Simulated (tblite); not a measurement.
C5H10AsNO.
Atom-mapped SMILES: `[NH2:1][C:2](=[O:3])[C@@H:4]1[CH2:5][CH2:6][CH2:7][AsH:8]1` (hydrogens: H9, H10 on N1; H11 on C4; H12, H13 on C5; H14, H15 on C6; H16, H17 on C7; H18 on As8)

Computed with GFN2-xTB (tblite), gas phase: L-BFGS steps from a force-field or distance-geometry start until the largest atomic force falls under 0.01 eV/Å.

Step 15: E = -684.7974 eV
```
atom  x, y, z in Å  |  force x, y, z in eV/Å
N1      2.9216   -0.0206    0.6180    0.029   0.018  -0.016
C2      1.6298    0.0464    1.0121    0.049  -0.051   0.050
O3      1.3121    0.4010    2.1293   -0.032   0.030   0.055
C4      0.6035   -0.3487   -0.0058    0.024  -0.031   0.026
C5     -0.1266    0.8929   -0.5188   -0.030   0.023  -0.023
C6     -1.5224    0.4882   -0.9744   -0.036  -0.027  -0.020
C7     -2.1824   -0.2718    0.1689    0.006  -0.008   0.023
As8    -0.7830   -1.4431    0.9545    0.046  -0.033   0.059
H9      3.1793   -0.3388   -0.2984    0.028   0.009  -0.005
H10     3.6520    0.2201    1.2682   -0.027  -0.004   0.012
H11     1.0634   -0.9069   -0.8252   -0.047  -0.014  -0.077
H12     0.4312    1.3651   -1.3303    0.019   0.056  -0.010
H13    -0.2122    1.6047    0.3059   -0.021   0.022   0.003
H14    -1.4399   -0.1659   -1.8466    0.012   0.000  -0.039
H15    -2.1051    1.3683   -1.2577    0.000  -0.017  -0.034
H16    -3.0402   -0.8565   -0.1699   -0.018   0.044   0.027
H17    -2.5305    0.4212    0.9401    0.029   0.013   0.000
H18    -0.8593   -2.4493   -0.1816   -0.031  -0.030  -0.032
```

Step 16: E = -684.7985 eV
```
atom  x, y, z in Å  |  force x, y, z in eV/Å
N1      2.9204   -0.0189    0.6191    0.029   0.019  -0.007
C2      1.6283    0.0461    1.0131    0.030  -0.059   0.038
O3      1.3066    0.3998    2.1301   -0.004   0.009  -0.010
C4      0.6032   -0.3508   -0.0084    0.055   0.027   0.029
C5     -0.1273    0.8937   -0.5195   -0.003  -0.004  -0.001
C6     -1.5225    0.4881   -0.9747   -0.017  -0.036  -0.022
C7     -2.1803   -0.2712    0.1702    0.009  -0.001   0.010
As8    -0.7807   -1.4434    0.9547    0.027  -0.043   0.039
H9      3.1786   -0.3380   -0.2971    0.016   0.009  -0.004
H10     3.6535    0.2191    1.2675   -0.041   0.001   0.021
H11     1.0624   -0.9078   -0.8308   -0.053   0.010  -0.033
H12     0.4313    1.3689   -1.3291    0.011   0.044  -0.004
H13    -0.2144    1.6035    0.3072   -0.013   0.015   0.000
H14    -1.4386   -0.1667   -1.8453    0.011  -0.019  -0.059
H15    -2.1048    1.3668   -1.2613   -0.013  -0.007  -0.023
H16    -3.0394   -0.8544   -0.1667   -0.028   0.035   0.025
H17    -2.5255    0.4239    0.9400    0.021   0.016   0.020
H18    -0.8597   -2.4526   -0.1806   -0.033  -0.017  -0.019
```

Step 17: E = -684.7994 eV
```
atom  x, y, z in Å  |  force x, y, z in eV/Å
N1      2.9202   -0.0173    0.6198    0.018   0.010  -0.013
C2      1.6281    0.0448    1.0145    0.004  -0.043   0.011
O3      1.3029    0.3992    2.1307    0.023  -0.014  -0.050
C4      0.6038   -0.3520   -0.0096    0.050   0.055   0.017
C5     -0.1279    0.8944   -0.5200    0.020  -0.020   0.015
C6     -1.5229    0.4874   -0.9753    0.011  -0.034  -0.020
C7     -2.1788   -0.2709    0.1713    0.011   0.003   0.000
As8    -0.7785   -1.4446    0.9557    0.006  -0.037   0.004
H9      3.1788   -0.3373   -0.2963    0.004   0.012   0.009
H10     3.6541    0.2184    1.2675   -0.031   0.009   0.038
H11     1.0602   -0.9083   -0.8354   -0.050   0.028   0.006
H12     0.4315    1.3724   -1.3283   -0.001   0.025   0.008
H13    -0.2163    1.6031    0.3079   -0.009   0.005  -0.007
H14    -1.4374   -0.1674   -1.8456    0.007  -0.028  -0.059
H15    -2.1049    1.3656   -1.2643   -0.018  -0.009  -0.012
H16    -3.0394   -0.8522   -0.1639   -0.033   0.025   0.026
H17    -2.5215    0.4261    0.9401    0.019   0.015   0.030
H18    -0.8608   -2.4553   -0.1804   -0.030  -0.003  -0.004
```

Task: Estimate the geometry and energy of step 18. (The exact step hangs on the optimiser's Hessian estimate; all steps are aligned on step 17, rigid shifts and turns removed.)

Result: E = -684.8002 eV, largest force 0.080 eV/Å
```
atom  x, y, z in Å  |  force x, y, z in eV/Å
N1      2.9204   -0.0158    0.6201    0.008   0.007   0.008
C2      1.6283    0.0429    1.0157   -0.010  -0.012  -0.021
O3      1.3001    0.3986    2.1308    0.044  -0.031  -0.059
C4      0.6051   -0.3521   -0.0103    0.017   0.050   0.001
C5     -0.1281    0.8948   -0.5203    0.027  -0.020   0.020
C6     -1.5230    0.4862   -0.9764    0.032  -0.024  -0.017
C7     -2.1773   -0.2706    0.1724    0.010   0.004  -0.006
As8    -0.7766   -1.4462    0.9566   -0.012  -0.020  -0.029
H9      3.1792   -0.3364   -0.2955    0.003   0.007   0.003
H10     3.6540    0.2181    1.2683   -0.022   0.012   0.045
H11     1.0574   -0.9082   -0.8392   -0.037   0.037   0.029
H12     0.4317    1.3757   -1.3274   -0.011   0.007   0.020
H13    -0.2182    1.6029    0.3083   -0.008  -0.004  -0.010
H14    -1.4363   -0.1686   -1.8471    0.003  -0.028  -0.043
H15    -2.1053    1.3643   -1.2670   -0.013  -0.022  -0.002
H16    -3.0400   -0.8499   -0.1611   -0.031   0.018   0.028
H17    -2.5177    0.4283    0.9408    0.024   0.010   0.028
H18    -0.8623   -2.4576   -0.1805   -0.025   0.008   0.007
```

The energy changes by -0.0007 eV. The first-order estimate −F·Δx gives -0.0010 eV and the mean of the old and new forces, exact on a quadratic surface, -0.0007 eV. The step makes an angle of 60° with the force vector and moves no atom by more than 0.005 Å.

The cost below is that of the whole relaxation. Hardware: one thread, Arm Neoverse N1 (aarch64), no GPU, shared host with 64 logical CPUs at a one-minute load of 39. Cost: 0.86 s wall.
